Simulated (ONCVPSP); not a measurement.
Before and after: ONCV potential for tin

tin, optimised norm-conserving Vanderbilt (ONCV), made with ONCVPSP 4.0.1 (LDA (Perdew-Wang 92), scalar-relativistic). Core [Ar] 3d10, reference 4s2 4p6 4d10 5s1 (charge +3). Waves: 4s+5s: rc 1.40 bohr, ncon 4, nbas 9, qcut 6.7 1/bohr, 3 projectors, debl 3.2 Ha; 4p: rc 1.25 bohr, ncon 4, nbas 8, qcut 13.3 1/bohr, 1 projector; 4d: rc 1.30 bohr, ncon 5, nbas 10, qcut 12.1 1/bohr, 2 projectors, debl 3.4 Ha. Local part: polynomial inside 0.80 bohr (lpopt 5, dvloc0 1 Ha). Core correction: Teter function fitted to the true core (icmod 2), fcfact 0.3.

Change: p: qcut 17.3.

Cutoffs: the cutoffs (Ha) at which the residual kinetic energy of the hardest occupied pseudo-wave falls to 1 and 0.1 mHa per electron; they do not see the model core or the augmentation charge, which bear on the density cutoff. Errors are all-electron minus pseudo energies relative to the spin-unpolarised reference configuration.

Question: Predict the effect on cutoff, ghosts and configuration errors.

Answer: The potential gets harder (51 Ha and 73 Ha → 69 Ha and 82 Ha); of the 4 tests that both files solve, the error grows in 0 and shrinks in 2 by more than 15 % and 0.3 meV (median size 123.6 → 80.3 meV); neither file shows a bound ghost. The waves are optimised to have the least kinetic energy above qcut, so the cutoff follows it (qcut²/2 in Ha).

| quantity | base | changed |
| --- | --- | --- |
| cutoff, loose | 51 Ha | 69 Ha |
| cutoff, tight | 73 Ha | 82 Ha |
| loose cutoff by channel | s 22 Ha, p 51 Ha, d 46 Ha | s 22 Ha, p 69 Ha, d 46 Ha |
| bound ghosts | none | none |
| GHOST(+) flags under 300 eV | s at 278.2 eV | s at 278.2 eV |
| error for 4s2 4p6 4d10 5s2 5p2, meV [ΔE -52.80 eV] | +348 | +219 |
| error for 4s2 4p6 4d10 5s2 5p1, meV [ΔE -45.70 eV] | +233 | +147 |
| error for 4s2 4p6 4d10 5s2, meV [ΔE -31.45 eV] | +1.6 | +1.5 |
| error for 4s2 4p6 4d10 5s0, meV [ΔE 41.56 eV] | -14 | -14 |
| s: phases at 1.42 bohr within 0.05 rad from the reference energy up to (Ha; the scan ends near 5) | to the end of the scan | to the end of the scan |
| p: phases at 1.27 bohr within 0.05 rad from the reference energy up to (Ha; the scan ends near 5) | -0.2 | 0.3 |
| d: phases at 1.32 bohr within 0.05 rad from the reference energy up to (Ha; the scan ends near 5) | to the end of the scan | to the end of the scan |
| rms error of d²Exc/dni dnj with the model core, mHa | 1.36 | 1.47 |
